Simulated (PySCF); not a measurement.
# How the method changes the shape and vibrations of AlBFH2O

Calculated results; nothing here was measured. The program is PySCF 2.14.0, an open-source quantum chemistry code, run on an isolated molecule that a program drew, which may never have been made. The molecule is AlBFH2O (charge 0, doublet), drawn as the SMILES string `[OH][Al][BH]F`.

The geometry was optimised and harmonic frequencies were computed with HF and MP2, all in the cc-pV(D+d)Z basis, for the commonest isotopes, with a restricted reference for singlets and an unrestricted one otherwise, and a frozen core in MP2. Each result is a local minimum of its method.

Geometry at the HF minimum:
```xyz
6
AlBFH2O, angstrom
O     2.4793    3.5120   -0.1156
Al    3.0379    2.1563    0.7328
B     2.4979    0.1084    0.1782
F     1.4828   -0.5008    0.8019
H     1.8935    3.6068   -0.8478
H     3.1290   -0.5879   -0.5794
```

Lengths of the bonds as drawn, in Å (atoms numbered as above):
```
  bond     HF    MP2
O1-Al2  1.694  1.722
Al2-B3  2.189  2.187
 B3-F4  1.338  1.350
 O1-H5  0.943  0.965
 B3-H6  1.207  1.216
```

Rotational constants, in GHz:
```
constant,HF,MP2
A,19.24,19.6
B,2.455,2.397
C,2.351,2.302
```

Harmonic frequencies in cm^-1, each column in rising order, so a row needn't be the same motion in every method:
```
rank,HF,MP2
1,62,61
2,166,149
3,221,211
4,357,?
5,488,478
6,525,560
7,749,723
8,875,838
9,1144,1103
10,1264,1237
11,2654,2595
12,4219,3913
```

**Estimate the missing MP2 frequency from the HF column.**

A single factor s that minimises the squared misfit of MP2 against s times HF over the other rows is sum(HF x MP2) / sum(HF^2) = 0.9470, with an rms misfit of 43 cm^-1. For rank 4 it gives 0.9470 x 357 = 338 cm^-1. The calculation gives 350 cm^-1, 12 cm^-1 above the estimate. The drawn bonds are on average 1.1 % longer in MP2 than in HF.
